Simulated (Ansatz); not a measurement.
Hg2O3⁻, relaxed as a doublet with UKS PBE0-D4/def2-SVPD in Ansatz, starting from the GFN1-xTB geometry. Force threshold 0.02 eV/Å.

In the def2 sets Hg takes a core potential; there is no spin–orbit coupling. The relaxation made no stability test and no search for a lower SCF solution. Another isomer (doublet) lies 0.55 eV lower at PBE0-D4/def2-TZVPD; other spin states weren't run for this one.

Start:

```tsv
atom	x (Å)	y (Å)	z (Å)
Hg1	-1.612	-0.304	1.026
Hg2	1.607	0.333	-1.025
O3	-0.009	0.049	0.001
O4	-3.153	-0.679	2.007
O5	3.168	0.601	-2.010
```

(1) Estimate the energy that the relaxation releases and the steps that it takes.

(2) Does the start keep its bonding?

(3) Predict the relaxed structure.

## Answers

(1) 7.9 kcal/mol, in 9 steps; 1.8 min on 4 threads of Arm Neoverse V1 on a shared host. No frequencies were taken in this run, so the end may be a saddle point.

(2) By distances, no bond broke or formed. The bond that changes most is Hg1–O4, from 1.87 to 1.92 Å (atoms count from 1).

(3) 
Cartesian coordinates in Å:
```
Hg -1.4636 -0.1459 0.9169
Hg 1.4101 0.4334 -0.9100
O -0.2051 1.1018 0.0268
O -2.7367 -1.2724 1.8052
O 2.9953 -0.1169 -1.8390
```
Bond lengths (bridged metal pairs left out): 4 × Hg–O 1.92 to 1.98 Å.
